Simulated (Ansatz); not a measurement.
# Relative energy of two structures of AlClHNO

We compare a, a triplet given by its coordinates, with b, the triplet with the links of `O=[N][AlH][Cl]`. Both are isolated molecules in the gas phase, relaxed with PBE0-D3(BJ)/def2-SVP; the shapes shown needn't be the lowest conformers.

a (Å):

```
atom    x (Å)    y (Å)    z (Å)
  Al  -1.0229   0.4096  -0.4807
  Cl  -1.1844   1.8571  -1.9727
   N  -1.1419  -1.4540  -1.1174
   O  -2.2507  -1.0357  -0.6702
   H  -0.4269   0.6487   0.9404
```

Close contacts (Å): Al1–Cl2 2.08, Al1–N3 1.97, Al1–O4 1.91, N3–O4 1.27, Al1–H5 1.56.

b (Å):

```xyz
5

Al    2.5711    1.6817    2.0358
Cl    3.4902    3.1889    3.1518
N     1.3528    0.7248    2.9551
O     0.5409   -0.1530    3.0138
H     2.9154    1.4116    0.5307
```

Problem. Estimate which is lower in electronic energy at CCSD(T)/def2-TZVPP, and by roughly how much.

Solution. Too close to call at this level: CCSD(T)/def2-TZVPP gives E(b) − E(a) = −1.83 kcal/mol.

The same difference at several levels:

```csv
level,geometry,E(b) − E(a) (kcal/mol),departure from the last row (kcal/mol),"job, with rough time for the two"
PBE0-D3(BJ)/def2-SVP,PBE0-D3(BJ)/def2-SVP,−7.60,−5.77,"optimisation, 62 s"
HF/def2-TZVPP,PBE0-D3(BJ)/def2-SVP,+0.38,+2.20,part of the CCSD(T) run
MP2/def2-TZVPP,PBE0-D3(BJ)/def2-SVP,−3.61,−1.79,part of the CCSD(T) run
CCSD(T)/def2-TZVPP,PBE0-D3(BJ)/def2-SVP,−1.83,,"single point, 16 min"
```

HF/def2-TZVPP finds them nearly level. The largest departure from CCSD(T)/def2-TZVPP is that of PBE0-D3(BJ)/def2-SVP, 5.77 kcal/mol. Levels run at GFN2-xTB geometries aren't shown. The triplet state of b needn't be its ground state.

With harmonic frequencies from PBE0-D3(BJ)/def2-SVP (ideal gas, rigid rotor, one conformer each, 298.15 K, 1 atm): on the last row, ΔE + ΔZPE = −1.57, ΔH = −1.42, ΔG = −1.99 kcal/mol.

Open shells are spin-unrestricted. The correlated steps freeze 12 core orbitals. Mirror images aren't counted in ΔG. Programs: Ansatz 0.2.0; the last row on 1 thread of Arm Neoverse V2 on a shared host.
